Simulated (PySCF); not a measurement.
## Bond curve of CrN

Set-up: basis Cr def2-TZVPP, N def2-TZVPP; no relativity; PySCF 2.14. Energies in eV from Cr (3d5 4s1) + N in their ground configurations at the same level. All curves are PBE0. state 1: Ms = 1.5 determinant of mixed spin (⟨S²⟩ near 4.3), unpaired electrons σ ↑, δ ↑↑; state 2: Ms = 0.5 determinant of mixed spin (⟨S²⟩ near 2.0), unpaired electrons σ ↓, δ ↑↑, a second solution, started from another occupation; state 3: Ms = 1.5 determinant of mixed spin (⟨S²⟩ near 4.2), unpaired electrons π ↑, δ ↑↑, a second solution, started from another occupation; state 4: Ms = 2.5 determinant of mixed spin (⟨S²⟩ near 9.3), unpaired electrons σ ↑, π ↑↑, δ ↑↑, a mixture of terms (⟨Lz²⟩ = 2.0), a second solution, started from another occupation.

```
R (Å)  state 1  state 2  state 3  state 4
1.350   -2.011   -1.474   -0.358    2.770
1.413   -2.618   -2.025   -1.044    1.308
1.476   -2.909   -2.240   -1.410    0.282
1.523   -2.991   -2.248   -1.533   -0.261
1.570   -3.001   -2.172   -1.568   -0.650
1.617   -2.968   -2.048   -1.543   -0.920
1.680   -2.883   -1.847   -1.450   -1.140
1.758   -2.738   -1.578   -1.275   -1.267
1.853   -2.531   -1.259   -1.018   -1.283
1.978   -2.228   -0.856   -0.644   -1.171
```

Q: Put a parabola through the three lowest points of the state 2 curve and estimate Re, k and ωe (reduced mass 11.03 u; 1 eV/Å² = 0.16022 mdyn/Å; ωe = 1302.8·√(k/μ) cm⁻¹).

A: Through R = 1.476, 1.523, 1.57 Å the second-order coefficient is 19.0 eV/Å², so Re ≈ 1.504 Å, k ≈ 6.09 mdyn/Å and ωe ≈ 968 cm⁻¹. A polynomial fit of higher order to the unrounded PBE0 energies gives Re = 1.502 Å, k = 7.28 mdyn/Å, ωe = 1058 cm⁻¹; anharmonicity and rounding make the difference.

The higher-order fit for each curve: state 2: Re = 1.502 Å, ωe = 1058 cm⁻¹, minimum 2.26 eV below the ground-state fragments; state 3: Re = 1.571 Å, ωe = 810 cm⁻¹, minimum 1.57 eV below the ground-state fragments; state 4: Re = 1.816 Å, ωe = 544 cm⁻¹, minimum 1.29 eV below the ground-state fragments. State 1 gave no clean fit.

The metal atom is held in its measured ground configuration; semilocal functionals can put another filling of s and d lower by some tenths of an eV, and De to that atom would be smaller. ⟨S²⟩ of the unrestricted solution departs from its pure value on part of the curve, where spin states mix. With d or f electrons several states lie close, and the lowest PBE0 determinant need not be the measured ground state.
